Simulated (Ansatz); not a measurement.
Species: CH₅GeS, net charge 0, doublet state. It need not be the lowest isomer of its formula. 
Coordinates optimised at B3LYP-D3(BJ)/def2-TZVP (Ansatz, a program for electronic structure):
```
S
C 1 1.8280
H 2 1.0880 1 110.78
H 2 1.0882 3 110.06 1 123.00
H 2 1.0884 3 109.02 4 119.84
Ge 1 2.2302 2 100.84 3 66.23
H 6 1.5518 1 104.57 2 163.49
H 6 1.5592 7 109.91 1 115.36
```
Charge 0, spin multiplicity 2.

Basis-set convergence of Hartree-Fock and MP2 correlation energies (hartree) with Ansatz. Valence correlation only, unless marked. UHF or UKS for open shells. Spin-orbit coupling is left out. Frozen are the shells of the preceding noble gas and the d and f shells that filled before the atom's block. Non-relativistic.

| basis | functions | E(HF) | E(corr, MP2) |
|---|---|---|---|
| def2-SVP | 89 | -2513.24093 | -0.35869 |
| def2-TZVPP | 191 | -2513.69115 | -0.45670 |
| def2-QZVPP | 366 | -2513.74650 | -0.49089 |

Extrapolating the two largest sets (X = 3 and 4) as X^-3: E(corr) = (64·(-0.49089) - 27·(-0.45670))/37 = -0.5158 Eh, an estimate of the basis-set limit. The largest set recovers 95.2 % of it, the smallest 69.5 %.
